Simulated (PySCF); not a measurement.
Vertical excitations of a molecule C3H6GeO from TDA-PBE/def2-SVPD run with PySCF, as energy in eV (oscillator strength): 4.26 (0.003), 5.10 (0.018), 5.42 (0.001), 5.86 (0.035), 6.08 (0.029), 6.43 (0.015), 6.58 (0.003), 6.72 (0.015), 6.76 (0.040), 6.78 (0.004). Lowest triplet (TDA): 3.86 eV. The structure is a stationary point at B3LYP-D3(BJ)/def2-SVP. The values are those of a single conformer.

Question: Which molecule gave these data?
A) [CH3][Ge@H]1[CH]=C[O]1
B) CC1=[CH][GeH2][O]1
C) C=C=[CH][GeH2][OH]
D) C#CC[O][GeH3]

Answer: A, [CH3][Ge@H]1[CH]=C[O]1
